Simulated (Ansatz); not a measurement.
Born–Oppenheimer molecular dynamics of AlF2H3OSi (8 atoms, charge 0, multiplicity 1). It starts from a relaxed structure.

Computed with RKS PBE-D4/def2-SVP in Ansatz.

* ensemble: NVE (velocity Verlet)
* time step: 0.5 fs
* steps asked: 100
* starting velocities drawn for: 300 K
* seed: 285814

First frame:

```xyz
8
Properties=species:S:1:pos:R:3
Al -0.045 0.027 -0.190
O -0.748 -0.207 1.320
Si -1.406 -0.465 2.828
H -2.563 -1.421 2.721
H -0.370 -1.048 3.750
H -1.893 0.840 3.395
F 1.607 0.085 -0.371
F -0.984 0.209 -1.551
```

(1) How far do the bonds stretch over the last three quarters of this one trajectory? (Pairs bonded in most of those frames.)

## Answers

(1) 
| bond | mean (Å) | spread (Å) | shortest | longest |
| --- | --- | --- | --- | --- |
| Al1–O2 | 1.697 | 0.015 | 1.66 | 1.72 |
| Al1–F7 | 1.668 | 0.016 | 1.64 | 1.69 |
| Al1–F8 | 1.665 | 0.027 | 1.63 | 1.71 |
| O2–Si3 | 1.684 | 0.024 | 1.65 | 1.72 |
| Si3–H4 | 1.504 | 0.011 | 1.49 | 1.52 |
| Si3–H5 | 1.506 | 0.008 | 1.49 | 1.52 |
| Si3–H6 | 1.504 | 0.017 | 1.48 | 1.53 |

Mean temperature of the second half: 152 K. The conserved energy stayed within 0.027 meV per atom of its start (net change 0.023 meV per atom), so the integration is sound. A run of 0.05 ps of so small a system gives no equilibrium averages.

Run time: 3 min on 2 threads of Intel(R) Xeon(R) Platinum 8259CL CPU @ 2.50GHz (Skylake/Cascade Lake), with other jobs on the host, peak memory 0.15 GiB.
